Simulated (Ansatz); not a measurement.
Ansatz (a program for electronic structure) input (CCSD(T)/aug-cc-pVTZ):

Ansatz 0.2 input:
```yaml
crystal:
  periodic: [false, false, false]
  atoms:
    - {symbol: C, position_ang: [-2.05133766, 0.01755950, 0.23772122]}
    - {symbol: O, position_ang: [-0.86943340, -0.58400335, 0.51207237]}
    - {symbol: Ge, position_ang: [0.66110319, 0.09982605, -0.16350474]}
    - {symbol: H, position_ang: [-2.07795316, 1.08984367, 0.06901913]}
    - {symbol: H, position_ang: [-2.92452193, -0.50626614, 0.60095997]}
    - {symbol: H, position_ang: [0.68080158, 1.60457460, 0.15976463]}
    - {symbol: H, position_ang: [1.76233563, -0.67728206, 0.56143030]}
    - {symbol: H, position_ang: [0.66752905, -0.13863368, -1.68192887]}
basis:
  gaussian:
    orbitals: aug-cc-pVTZ
magnetization: {spin_polarized: true, initial_magnetization: 1}
correlation: {method: ccsd_t, electrons: outside_noble_gas}
```

Output:

```
Functional definition: HF
integrals: 3.19 GiB planned
1536 factors; integrals over basis functions are off by at most 1.4e-3 eV
2.41 GiB of device memory are held for the factors and their scratch space
mean field: 1.51 GiB planned
mean field evaluation 1: about -59618.9837 eV, gradient 2.2e1 eV
mean field evaluation 2: about -59618.9851 eV, gradient 2.2e1 eV
mean field evaluation 4: about -59621.3656 eV, gradient 3.1e0 eV
mean field evaluation 8: about -59621.4448 eV, gradient 2.4e-1 eV
mean field evaluation 16: about -59621.4304 eV, gradient 8.8e-1 eV
mean field -59621.44622780 eV, -2191.0477360039 hartree, gradient 3.9e-6 eV, S^2 0.762593; 0 other end points of the search recorded, 0 dependent functions left out
16 core orbitals not correlated
reference -59621.44622780 eV, -2191.0477360039 hartree; 10, 9 occupied and 240, 241 virtual orbitals, 1536 factors
second order -14.14885752 eV of doubles, -0.00000000 eV of singles
coupled cluster: 24.22 GiB planned
cycle   1  -14.53001473 eV  change   -3.8e-1 eV  update   9.4e-2
cycle   2  -14.94382997 eV  change   -4.1e-1 eV  update   3.0e-2
cycle   3  -15.06247638 eV  change   -1.2e-1 eV  update   1.8e-2
cycle   4  -15.05576925 eV  change    6.7e-3 eV  update   6.6e-3
cycle   5  -15.05556813 eV  change    2.0e-4 eV  update   3.5e-3
cycle   6  -15.05699482 eV  change   -1.4e-3 eV  update   1.3e-3
cycle   7  -15.05669091 eV  change    3.0e-4 eV  update   5.2e-4
cycle   8  -15.05672435 eV  change   -3.3e-5 eV  update   2.1e-4
cycle   9  -15.05680629 eV  change   -8.2e-5 eV  update   9.5e-5
cycle  10  -15.05677236 eV  change    3.4e-5 eV  update   4.0e-5
cycle  11  -15.05676029 eV  change    1.2e-5 eV  update   1.9e-5
perturbative correction -0.55813220 eV, -0.0205109799 hartree
Total energy: -59637.06112029 eV, -2191.6215727187 hartree
```

It need not be the lowest isomer of its formula.
